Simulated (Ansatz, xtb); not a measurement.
Pulling on the B1–I3 bond in BHI2 (SMILES IBI) (multiplicity 1 held, fragments rigid). Energies count from the point at 2.114 Å.
Geometry at that point (charge 0, multiplicity 1):
```xyz
4

B     -0.70417    -0.42699    -0.46385
H     -1.58316    -0.95997    -1.04285
I     -0.40433     1.64312    -0.76703
I      0.50063    -1.58472     0.83046
```

Restricted levels (R-, RO-) in cc, def2 and unpolarised 6-31G sets keep to the state of the molecule at rest. U- levels take the lowest unrestricted solution at each point, which mixes spins at long bonds. Active spaces are followed from a long bond inwards. Levels need not reach the same state.

Correlated levels freeze the cores. Filled d and f shells under p-block atoms count as core.

The values were computed with Ansatz (an electronic-structure program); xtb for the GFN methods. Each number belongs to the level named beside it. In def2 rows elements past Kr take small-core potentials, without spin–orbit coupling. The GFN methods have no spin term and hold the electronic entropy of 300 K.

Energies in eV.

```json
[
 {"R (Å)": "1.691", "GFN2-xTB": "3.78", "R-wB97X-V/def2-TZVPP": "2.50", "U-SCS-MP2/def2-TZVPP": "2.64", "FIC-MRCISD+Q on CASSCF(6,4)/def2-TZVPP": "2.65"},
 {"R (Å)": "1.902", "GFN2-xTB": "0.46", "R-wB97X-V/def2-TZVPP": "0.41", "U-SCS-MP2/def2-TZVPP": "0.46", "FIC-MRCISD+Q on CASSCF(6,4)/def2-TZVPP": "0.47"},
 {"R (Å)": "2.114", "GFN2-xTB": "0.00", "R-wB97X-V/def2-TZVPP": "0.00", "U-SCS-MP2/def2-TZVPP": "0.00", "FIC-MRCISD+Q on CASSCF(6,4)/def2-TZVPP": "0.00"},
 {"R (Å)": "2.325", "GFN2-xTB": "0.34", "R-wB97X-V/def2-TZVPP": "0.30", "U-SCS-MP2/def2-TZVPP": "0.27", "FIC-MRCISD+Q on CASSCF(6,4)/def2-TZVPP": "0.25"},
 {"R (Å)": "2.536", "GFN2-xTB": "0.90", "R-wB97X-V/def2-TZVPP": "0.89", "U-SCS-MP2/def2-TZVPP": "0.82", "FIC-MRCISD+Q on CASSCF(6,4)/def2-TZVPP": "0.78"},
 {"R (Å)": "2.853", "GFN2-xTB": "1.76", "R-wB97X-V/def2-TZVPP": "1.87", "U-SCS-MP2/def2-TZVPP": "2.06", "FIC-MRCISD+Q on CASSCF(6,4)/def2-TZVPP": "1.66"},
 {"R (Å)": "3.170", "GFN2-xTB": "2.53", "R-wB97X-V/def2-TZVPP": "2.77", "U-SCS-MP2/def2-TZVPP": "3.05", "FIC-MRCISD+Q on CASSCF(6,4)/def2-TZVPP": "2.42"},
 {"R (Å)": "3.699", "GFN2-xTB": "3.42", "R-wB97X-V/def2-TZVPP": "3.96", "U-SCS-MP2/def2-TZVPP": "3.62", "FIC-MRCISD+Q on CASSCF(6,4)/def2-TZVPP": "3.25"},
 {"R (Å)": "4.227", "GFN2-xTB": "3.82", "R-wB97X-V/def2-TZVPP": "4.78", "U-SCS-MP2/def2-TZVPP": "3.77", "FIC-MRCISD+Q on CASSCF(6,4)/def2-TZVPP": "3.59"},
 {"R (Å)": "4.861", "GFN2-xTB": "3.96", "R-wB97X-V/def2-TZVPP": "5.43", "U-SCS-MP2/def2-TZVPP": "3.82", "FIC-MRCISD+Q on CASSCF(6,4)/def2-TZVPP": "3.70"},
 {"R (Å)": "5.707", "GFN2-xTB": "4.00", "R-wB97X-V/def2-TZVPP": "5.94", "U-SCS-MP2/def2-TZVPP": "3.84", "FIC-MRCISD+Q on CASSCF(6,4)/def2-TZVPP": "3.73"},
 {"R (Å)": "6.763", "GFN2-xTB": "4.03", "R-wB97X-V/def2-TZVPP": "6.30", "U-SCS-MP2/def2-TZVPP": "3.85", "FIC-MRCISD+Q on CASSCF(6,4)/def2-TZVPP": "3.74"}
]
```

Doubts at one or more of the structures used: a restricted determinant that unrestricted orbitals would lower (R-wB97X-V/def2-TZVPP); a spin-contaminated determinant (U-SCS-MP2/def2-TZVPP); active orbitals that take no part (FIC-MRCISD+Q on CASSCF(6,4)/def2-TZVPP).
